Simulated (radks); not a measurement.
Polarisabilities and homonuclear dispersion coefficients (atomic units). Method: non-relativistic Kohn-Sham, exchange-only LDA, spin-polarised, spherical densities, point nucleus; open shells are filled with parallel spins first (spin-orbit coupling, left out, can overturn this in heavy ions); computed with a radial shooting solver on a logarithmic mesh with Libxc functionals. Response by self-consistent Sternheimer equations with the Hartree and adiabatic exchange-only LDA kernel. For heavy and open-shell atoms this level of theory can miss by tens of per cent. "Uncoupled" leaves out the induced potential. Quadrupole and octupole values are given only where no p, d or f shell is open. The Sternheimer factor gamma scales a distant field gradient at the nucleus by 1 - gamma.

species      configuration  alpha1 (bohr^3)  alpha1, uncoupled  alpha2 (bohr^5)  alpha3 (bohr^7)     C6      C8  Sternheimer gamma  recommended alpha1
Cu           [Ar] 3d10 4s1            47.34              70.88            456.3             9172  315.2   16370              -13.7        46.5 +/- 0.5
Xe2+     [Kr] 4d10 5s2 5p4            13.55              23.48                -                -  98.45       -                  -                   -
Si+           [Ne] 3s2 3p1            19.79              32.88                -                -  105.6       -                  -                   -
Ag+              [Kr] 4d10            10.75              16.77            70.44            497.2  64.03    1496              -26.4                   -
Nb            [Kr] 4d4 5s1            100.1              180.3                -                -   1146       -                  -            98 +/- 8
Sr                [Kr] 5s2            207.6              408.4             5947           184300   3387  493000               5.91       197.2 +/- 0.2
As       [Ar] 3d10 4s2 4p3            36.47              52.95                -                -  318.5       -                  -            30 +/- 1

Recommended values: Schwerdtfeger and Nagle, table of static dipole polarisabilities (2023 update), measured or computed.

Beside tabulated values, note that relativity, absent from the non-relativistic runs, is large for the heavy elements.
